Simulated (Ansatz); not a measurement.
B3P2 (the lowest doublet isomer of a short search). The state is a doublet with charge 0. Geometry PBE-D4/def2-SVP, basis def2-TZVP, Ansatz.

Cartesian coordinates in Å:
```
B -0.8054 -0.6530 0.5910
B 0.2023 0.0673 -0.6251
B 0.2710 0.4752 1.0607
P -1.0850 -1.2559 -1.0593
P 1.4172 1.3664 0.0327
```

| run | HOMO (eV) | LUMO (eV) |
| --- | --- | --- |
| A | -5.66 | -5.21 |
| B | -6.09 | -5.08 |
| C | -6.73 | -4.56 |
| D | -5.91 | -5.34 |

The structure comes from a short search, and lower isomers may exist.

HOMO and LUMO are taken over both spins.

The runs used BLYP, PBE, PBE0, r2SCAN. Estimate which is which.

A BLYP (0 % exact exchange); B r2SCAN (0 % exact exchange); C PBE0 (25 % exact exchange); D PBE (0 % exact exchange). Exact exchange lowers occupied and raises empty levels; among semilocal functionals meta-GGAs tend to open the gap a little, and such runs are hard to tell apart. The gap grows from 0.45 eV (BLYP) to 2.17 eV (PBE0).
